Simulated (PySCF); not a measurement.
r2SCANh on Ir- (iridium, charge -1), [Xe] 4f14 5d8 6s2, high-spin 3F determinant. Computed with PySCF 2.14 in def2-QZVPPD with the def2 core potential (60 electrons) (7s5p4d4f2g, 88 functions), with a scalar-relativistic core potential.

```
cycle= 1 E= -104.315919620193  delta_E= -0.0146  |g|= 0.0202  |ddm|= 0.595
cycle= 2 E= -104.316170354909  delta_E= -0.000251  |g|= 0.0153  |ddm|= 0.174
cycle= 3 E= -104.31626173602  delta_E= -9.14e-05  |g|= 0.00806  |ddm|= 0.0247
cycle= 4 E= -104.316292651591  delta_E= -3.09e-05  |g|= 0.000324  |ddm|= 0.0342
cycle= 5 E= -104.316293047931  delta_E= -3.96e-07  |g|= 6.27e-05  |ddm|= 0.0083
cycle= 6 E= -104.316293054744  delta_E= -6.81e-09  |g|= 1.7e-05  |ddm|= 0.000751
cycle= 7 E= -104.316293054951  delta_E= -2.07e-10  |g|= 1.16e-06  |ddm|= 8.89e-05
converged SCF energy = -104.316293054951  <S^2> = 2.012436  2S+1 = 3.0082792
```

Highest occupied orbital energy: 1.179 eV; ⟨L²⟩ = 12.03; populations by l: s 4.00, p 6.00, d 8.00, f 0.00.

Can this result be used?

With care. The calculation finished and met its thresholds. Energies and moments cover only the electrons outside the core potential. Spin-orbit coupling, absent here, splits the open shell strongly. At r2SCANh the highest occupied level has a positive energy, so only the finite basis holds that electron; in a semilocal or global hybrid functional this comes from self-interaction and does not mean that the real anion is unbound.
